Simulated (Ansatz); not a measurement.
`[SH][Al]([Cl])[Cl]` → `[SH][Al][Cl]`• + Cl• at 500 K and 1 bar (homolysis of the Al–Cl bond).

Calculated with Ansatz (gas phase, PBE0-D4/def2-TZVP geometries, no zero-point term in ΔE). CCSD(T)/CBS is the MP2 limit (def2-TZVPP, def2-QZVPP) plus CCSD(T) − MP2 in def2-TZVPP, frozen cores. This one scheme is used for every species, atoms too. No spin–orbit coupling; open shells (•) take unrestricted orbitals. Spin–orbit coupling would lower the free atoms: a little for Cl. One conformer a species, not always the lowest.

```tsv
species	CCSD(T)/CBS energy (Eh)	H − E (kJ/mol)	S (J/(mol·K))
`[SH][Al]([Cl])[Cl]`	-1560.13922	70.1	384.1
`[SH][Al][Cl]`•	-1100.24024	56.4	340.1
Cl•	-459.70966	10.4	179.0
```

H − E and S are ideal-gas, rigid-rotor, harmonic terms from PBE0-D4/def2-TZVP, for one conformer and one mirror image of each species, with the whole ground term of open shells counted as degenerate. 1 Eh = 2625.50 kJ/mol, R = 8.31446 J/(mol·K).

By hand: ΔE, ΔH, ΔS and ΔG.

ΔE = (-1100.24024) + (-459.70966) − (-1560.13922) = 0.18932 Eh = 497.1 kJ/mol. Δ(H − E) = 56.4 + 10.4 − 70.1 = -3.3, so ΔH = 493.8 kJ/mol. ΔS = 340.1 + 179.0 − 384.1 = 135.0 J/(mol·K). ΔG = 493.8 − 500 × (135.0)/1000 = 426.3 kJ/mol.

By hand: the equilibrium constant, and the temperature at which ΔG would vanish if ΔH and ΔS stayed fixed.

log₁₀ K = −ΔG/(RT ln 10) = -44.5. ΔG = 0 at ΔH/ΔS = 3658 K, far beyond where these terms or the molecules hold.

The number of gas molecules changes by +1, which sets the sign of ΔS. A doubt of 5 kJ/mol in ΔE shifts log₁₀ K by 0.5 here. Other conformers and mirror images would add mixing entropy, several J/(mol·K) or more a flexible species. These are equilibria of isolated gas molecules and say nothing of rates. Largest T1 diagnostic: 0.014 (customary marks: 0.02 for closed shells, 0.045 for open ones).
